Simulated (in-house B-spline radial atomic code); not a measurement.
A radial electron density 4πr²n(r) was computed for an atom or ion in its tabulated ground configuration with an all-electron radial atomic-structure program (B-spline basis); method: Dirac-Kohn-Sham HSE06, spherical fractional occupations, exact exchange averaged over the configuration. Columns: r (bohr), 4πr²n(r) (electrons per bohr), bar.

```
0.000656    3.106 #
0.000808    4.358 ##
0.000994    6.068 ##
 0.00122    8.367 ###
 0.00151     11.6 ####
 0.00185    15.68 #####
 0.00228    21.15 #######
 0.00281    28.13 ##########
 0.00346    36.74 #############
 0.00426    46.97 ################
 0.00524    58.48 ####################
 0.00645    70.64 #########################
 0.00794    82.22 #############################
 0.00978    91.59 ################################
   0.012    96.92 ##################################
  0.0148    97.37 ##################################
  0.0182    93.46 #################################
  0.0224     88.2 ###############################
  0.0276    86.57 ##############################
   0.034    93.01 #################################
  0.0419    107.3 #####################################
  0.0515    121.7 ###########################################
  0.0634    125.9 ############################################
  0.0781    115.2 ########################################
  0.0961    100.3 ###################################
   0.118    97.65 ##################################
   0.146    109.3 ######################################
   0.179    113.1 ########################################
   0.221    92.06 ################################
   0.272     63.2 ######################
   0.334    54.63 ###################
   0.412    63.24 ######################
   0.507    62.83 ######################
   0.624    46.45 ################
   0.768    28.59 ##########
   0.945    18.53 ######
    1.16    13.39 #####
    1.43    8.731 ###
    1.76    4.428 ##
    2.17    1.595 #
    2.67   0.3949 
    3.29  0.06165 
    4.05 0.005609 
    4.98 0.0002806
```

Task: Which atom or ion is it?
A. Lu3+
B. Yb2+
C. Yb4+
D. Yb3+

Result: D. The area under the curve, ∫4πr²n dr = ∫r·4πr²n d(ln r) on this logarithmic grid, is 67 electrons, which only this option has. The configuration is [Xe] 4f13.
